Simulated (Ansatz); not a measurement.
Consider the formal exchange of groups at a C–O bond: `C[O][Sn]([F])([F])[O]C` + `OC1NCS1` → `CC1(O)NCS1` + `C[O][Sn]([OH])([F])[F]`.

Isolated molecules relaxed with PBE0-D4/def2-TZVP in Ansatz; ΔE leaves out vibrations. CCSD(T)/CBS adds triple-zeta CCSD(T) − MP2 to the extrapolated MP2 energy (def2 sets, frozen cores). Functionals use def2-TZVPP. Elements past krypton have def2 core potentials. For Sn outer-core shells are correlated without core-valence functions, which leaves a few kJ/mol of doubt a bond. One conformer a species, not always the lowest.

(1) Is it downhill or uphill in electronic energy at CCSD(T)/CBS, and by how much? (Best estimate.)

(2) What do these levels give: PBE-D4, r2SCAN-D4, PBE0-D4, ωB97M-V, PBE, r2SCAN, PBE0, MP2/def2-TZVPP, SCS-MP2/def2-TZVPP, CCSD/def2-TZVPP, CCSD(T)/def2-TZVPP, MP2/CBS(def2)? (Estimate.)

Largest T1 diagnostic among the species: 0.015.

Results:

(1) Computed: Downhill: ΔE = -25.2 kcal/mol.

(2) Computed: PBE-D4 -23.4, r2SCAN-D4 -24.6, PBE0-D4 -24.3, ωB97M-V -24.9, PBE -22.5, r2SCAN -24.4, PBE0 -23.7, MP2/def2-TZVPP -27.1, SCS-MP2/def2-TZVPP -25.1, CCSD/def2-TZVPP -24.5, CCSD(T)/def2-TZVPP -25.0, MP2/CBS(def2) -27.3 kcal/mol.

From PBE to PBE0 (25 % exact exchange), in def2-TZVPP and without D4, ΔE moves by −1.1 kcal/mol. In def2-TZVPP, CCSD(T) changes the Hartree–Fock value by −3.8 kcal/mol (the triples alone add −0.5 kcal/mol) and MP2 by −5.9 kcal/mol.
